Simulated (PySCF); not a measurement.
## Spinor energies of Re (rhenium, neutral)

Start: [Xe] 4f14 5d6 6s1; 5d3/2 filled at m_j = +3/2; 5d5/2 filled at m_j = -3/2, -1/2, +1/2, +3/2, +5/2; 6s1/2 filled at m_j = +1/2. Calculated with PySCF 2.14 in x2c-TZVPall-2c with one added diffuse shell each of s, p, d type (12s12p11d2f, 117 functions): generalised Hartree-Fock with the X2C-1e Hamiltonian and a Gaussian nucleus; spin-orbit coupling (SO) screened by Boettger's factors. This is a chosen level, not necessarily the ground level.

```tsv
spinor shell	electrons	ε, screened SO (eV)	weight of nominal j (screened SO)	rms radius, screened SO (bohr)
1s1/2	2	-72042.7	1.000	0.0204
2s1/2	2	-12629.2	1.000	0.0824
2p1/2	2	-12062.6	1.000	0.0700
2p3/2	4	-10617.2	1.000	0.0775
3s1/2	2	-2984.6	1.000	0.210
3p1/2	2	-2732.1	1.000	0.202
3p3/2	4	-2413.0	1.000	0.217
3d3/2	4	-1994.1	1.000	0.192
3d5/2	6	-1925.2	1.000	0.196
4s1/2	2	-653.62	1.000	0.468
4p1/2	2	-547.11	1.000	0.476
4p3/2	4	-471.73	1.000	0.509
4d3/2	4	-296.51	1.000	0.531
4d5/2	6	-281.99	1.000	0.543
5s1/2	2	-97.873	1.000	1.12
5p1/2	2	-64.319	0.955	1.25
4f5/2	6	-58.721	0.989	0.638
4f7/2	8	-56.093	0.991	0.640
5p3/2	4	-50.978	0.976	1.33
5d5/2	5	-9.505	0.513	2.15
6s1/2	1	-7.907	0.968	3.45
5d3/2	1	-5.993	0.694	2.30
```

```
   quantity   screened SO
E (hartree)  -16700.65232
        M_J           9/2
       ⟨J²⟩        24.780
       ⟨L²⟩         6.412
       ⟨S²⟩         8.684
```

Each row is a mean over spinors that exchange with the open shell spreads, by up to 6.632 eV (5p3/2).

Rows whose weight is well below 1 are mixtures of j = l ± 1/2: exchange outweighs spin-orbit coupling there, and the label is only the starting occupation.

Breit and QED terms are absent; they matter most for the inner s and p1/2 levels.

Densities and radii are taken from the X2C orbitals without a picture-change correction, which distorts them close to the nucleus.
